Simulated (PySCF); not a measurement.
Te(I)(SMe) (CH3ISTe), SMILES CS[Te]I.

Geometry: B3LYP-D3(BJ)/def2-SVP. This is a generated structure with no PubChem entry under its InChIKey; it may be hypothetical. The def2 effective core potentials stand for the cores of I, Te; spin–orbit coupling is left out. One conformer was computed; it need not be the lowest.

These are B3LYP-D3(BJ)/def2-SVP (PySCF) values and carry that method's errors.

Frequencies are harmonic and unscaled.

Computed harmonic wavenumbers and intensities:
```json
[
 {"mode": "1", "ν (cm⁻¹)": "53", "IR (km/mol)": "1.2", "moving atoms (share of kinetic energy)": "C 47 %, I 18 %, H 18 %, Te 13 %"},
 {"mode": "2", "ν (cm⁻¹)": "105", "IR (km/mol)": "0.9", "moving atoms (share of kinetic energy)": "S 54 %, H 22 %, I 9 %"},
 {"mode": "3", "ν (cm⁻¹)": "156", "IR (km/mol)": "0.2", "moving atoms (share of kinetic energy)": "H 82 %, S 12 %"},
 {"mode": "4", "ν (cm⁻¹)": "185", "IR (km/mol)": "11.8", "moving atoms (share of kinetic energy)": "Te 51 %, I 44 %"},
 {"mode": "5", "ν (cm⁻¹)": "197", "IR (km/mol)": "0.3", "moving atoms (share of kinetic energy)": "C 46 %, H 23 %, S 17 %, Te 14 %"},
 {"mode": "6", "ν (cm⁻¹)": "354", "IR (km/mol)": "13.7", "moving atoms (share of kinetic energy)": "S 79 %, Te 18 %"},
 {"mode": "7", "ν (cm⁻¹)": "687", "IR (km/mol)": "1.4", "moving atoms (share of kinetic energy)": "C 58 %, S 31 %, H 11 %"},
 {"mode": "8", "ν (cm⁻¹)": "959", "IR (km/mol)": "2.6", "moving atoms (share of kinetic energy)": "H 83 %, C 15 %"},
 {"mode": "9", "ν (cm⁻¹)": "961", "IR (km/mol)": "6.7", "moving atoms (share of kinetic energy)": "H 80 %, C 17 %"},
 {"mode": "10", "ν (cm⁻¹)": "1325", "IR (km/mol)": "10.3", "moving atoms (share of kinetic energy)": "H 86 %, C 13 %"},
 {"mode": "11", "ν (cm⁻¹)": "1436", "IR (km/mol)": "11.4", "moving atoms (share of kinetic energy)": "H 96 %"},
 {"mode": "12", "ν (cm⁻¹)": "1451", "IR (km/mol)": "9.8", "moving atoms (share of kinetic energy)": "H 95 %"},
 {"mode": "13", "ν (cm⁻¹)": "3041", "IR (km/mol)": "13.0", "moving atoms (share of kinetic energy)": "H 98 %"},
 {"mode": "14", "ν (cm⁻¹)": "3146", "IR (km/mol)": "0.8", "moving atoms (share of kinetic energy)": "H 90 %, C 10 %"},
 {"mode": "15", "ν (cm⁻¹)": "3164", "IR (km/mol)": "2.5", "moving atoms (share of kinetic energy)": "H 90 %, C 10 %"}
]
```
